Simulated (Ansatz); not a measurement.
Basis sets compared for GeFCl3 (GeCl₃F). The state is a singlet with charge 0. Geometry PBE0-D4/def2-SVP. Ansatz on 2 threads of Intel Xeon on a shared host; times are rough, and most runs start from earlier orbitals.

Cartesian coordinates in Å:
```
Ge 0.012 0.036 0.029
F 0.439 1.339 1.062
Cl 1.539 -0.174 -1.420
Cl -1.837 0.508 -0.884
Cl -0.152 -1.709 1.213
```

The 6-31G sets use Cartesian d functions. B3LYP takes the VWN-RPA correlation.

Binding counts from free atoms (Ge triplet, F doublet, Cl doublet) in the same basis, without a counterpoise term.

```tsv
level	functions	energy (Eh)	HOMO (eV)	LUMO (eV)	binding per atom (eV)	wall time
HF/STO-3G	50	-3513.7183	-11.68	5.07	2.55	0.56 s
HF/6-31G	77	-3552.9685	-13.82	0.60	1.58	1.8 s
PBE-D4/def2-SVP	100	-3555.8714	-8.13	-2.93	3.26	2.1 s
B3LYP-D4/6-31G	77	-3557.2071	-9.85	-3.33	2.63	2.9 s
PBE0-D4/def2-SVP	100	-3556.0374	-9.69	-1.99	3.14	3.6 s
```

Q: Estimate the rows for HF/def2-TZVP, PBE-D4/def2-TZVP (with forces), B3LYP-D4/def2-TZVP, PBE0-D4/def2-TZVP (with forces).

A: 
```tsv
level	functions	energy (Eh)	HOMO (eV)	LUMO (eV)	binding per atom (eV)	wall time
HF/def2-TZVP	190	-3553.5700	-13.24	1.97	2.21	7 s
PBE-D4/def2-TZVP (with forces)	190	-3556.7450	-8.33	-3.17	3.26	4.7 s
B3LYP-D4/def2-TZVP	190	-3557.8018	-9.51	-2.50	3.08	6.5 s
PBE0-D4/def2-TZVP (with forces)	190	-3556.9060	-9.82	-2.17	3.17	12 s
```
